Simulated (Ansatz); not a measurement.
`CB(S)O[SiH3]` + `C[SiH]1[CH2][GeH2]1` → `[SiH3][SiH]1[CH2][GeH2]1` + `COB(C)S`  (redistribution)

Program: Ansatz. Geometries: PBE0-D4/def2-TZVP. ΔE: electronic, gas phase. CCSD(T)/CBS adds triple-zeta CCSD(T) − MP2 to the extrapolated MP2 energy (def2 sets, frozen cores). DFT in def2-TZVPP. B3LYP here is the variant with VWN-RPA as its local correlation; programs differ in this. For Ge outer-core shells are correlated without core-valence functions, which leaves a few kJ/mol of doubt a bond. Scalar relativity is left out up to krypton. One conformer a species, not always the lowest.

```
             level  ΔE (kJ/mol)  difference from CCSD(T)/CBS
            PBE-D4        137.5                        -25.4
           PBE0-D4        146.6                        -16.3
          B3LYP-D4        159.9                         -3.0
            B2PLYP        164.9                          2.0
               PBE        137.5                        -25.4
            r2SCAN        156.5                         -6.4
     HF/def2-TZVPP        178.6                         15.7
    MP2/def2-TZVPP        171.2                          8.3
SCS-MP2/def2-TZVPP        169.8                          6.9
   CCSD/def2-TZVPP        163.0                          0.1
     HF/def2-QZVPP        180.8                         17.9
    MP2/def2-QZVPP        174.1                         11.2
SCS-MP2/def2-QZVPP        172.7                          9.8
      HF/CBS(def2)        181.1                         18.2
     MP2/CBS(def2)        174.9                         12.0
    CCSD/CBS(def2)        166.7                          3.8
       CCSD(T)/CBS        162.9                            0
```

Largest T1 diagnostic among the species: 0.013.

In def2-TZVPP, CCSD(T) changes the Hartree–Fock value by −19.4 kJ/mol (the triples alone add −3.8 kJ/mol) and MP2 by −7.4 kJ/mol. From PBE to PBE0 (25 % exact exchange), in def2-TZVPP and without D4, ΔE moves by +9.1 kJ/mol.
